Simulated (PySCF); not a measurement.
**Electron correlation in Kr (krypton, neutral)**

[Kr], closed-shell 1S. All numbers are calculated (PySCF 2.14, the non-relativistic Hamiltonian (point nucleus), in dyall-av2z). Frozen: [Ar] 3d10; 8 electrons correlated; the 39 highest virtual orbitals of each spin left out.

MP2 pair energies summed by pair of shells (mhartree):

```csv
pair,energy,share (%)
4p-4p,-109.79,79.2
4s-4p,-22.76,16.4
4s-4s,-6.12,4.4
```

Total MP2 correlation energy: -138.67 mhartree.

Same-spin part -37.49 and opposite-spin part -101.18 mhartree; SCS-MP2 scales them by 1/3 and 6/5 to -133.91 mhartree.
